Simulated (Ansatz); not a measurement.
Geometry optimisation, RKS PBE0/def2-SVP (Ansatz 0.2.0).

The input (input.yaml):

```yaml
crystal:
  periodic: [false, false, false]
  atoms:
    - { symbol: Ge, position_ang: [0.197767, 0.0, -0.123712] }
    - { symbol: F, position_ang: [0.167357, 0.0, 1.586997] }
    - { symbol: H, position_ang: [1.663909, 0.0, -0.551035] }
    - { symbol: Cl, position_ang: [-0.736322, 1.776465, -0.832498] }
    - { symbol: Cl, position_ang: [-0.736322, -1.776465, -0.832498] }
    - { symbol: Cl, position_ang: [-2.907909, 0.0, 1.332867] }
    - { symbol: H, position_ang: [-1.869081, 0.0, 2.164679] }
basis:
  gaussian: { orbitals: def2-SVP }
hamiltonian:
  xc: pbe0
relax:
  f_tol: 0.03
  max_steps: 50
```

Launched with:

```bash
$ ansatz run input.yaml --threads 2 --pin off --max-ram 3072MiB --backend cpu --events-out ev --progress --plain --runs-dir out
```

Problem. Where does it end, and by what steps?

Solution. The forces met the threshold. The force dipped under the threshold on the way, but the program's further checks kept it going. After 10 steps the energy has fallen by 0.135 eV; Cl6 moved furthest, 0.80 Å.

```json
{"step": "0", "energy less start (eV)": "0.0000", "largest force component (eV/Å)": "1.111", "accepted": "yes"}
{"step": "1", "energy less start (eV)": "-0.0752", "largest force component (eV/Å)": "0.798", "accepted": "yes"}
{"step": "2", "energy less start (eV)": "-0.0668", "largest force component (eV/Å)": "1.508", "accepted": "no"}
{"step": "3", "energy less start (eV)": "-0.1002", "largest force component (eV/Å)": "0.541", "accepted": "yes"}
{"step": "4", "energy less start (eV)": "-0.1172", "largest force component (eV/Å)": "0.246", "accepted": "yes"}
{"step": "5", "energy less start (eV)": "-0.1259", "largest force component (eV/Å)": "0.355", "accepted": "yes"}
{"step": "6", "energy less start (eV)": "-0.1328", "largest force component (eV/Å)": "0.092", "accepted": "yes"}
{"step": "7", "energy less start (eV)": "-0.1340", "largest force component (eV/Å)": "0.021", "accepted": "yes"}
{"step": "8", "energy less start (eV)": "-0.1346", "largest force component (eV/Å)": "0.057", "accepted": "yes"}
{"step": "9", "energy less start (eV)": "-0.1347", "largest force component (eV/Å)": "0.061", "accepted": "yes"}
{"step": "10", "energy less start (eV)": "-0.1350", "largest force component (eV/Å)": "0.020", "accepted": "yes"}
```

```xyz
7
Properties=species:S:1:pos:R:3
Ge 0.316 0.000 -0.265
F -0.091 0.000 1.430
H 1.835 0.000 -0.365
Cl -0.566 1.743 -1.095
Cl -0.566 -1.743 -1.095
Cl -3.220 0.000 2.068
H -1.928 0.000 2.066
```

Whether the end is a true minimum wasn't checked by a vibrational analysis.

Run time: 25 s on 2 threads of Intel(R) Xeon(R) 6975P-C (Granite Rapids) (shared host), peak memory 0.29 GiB.
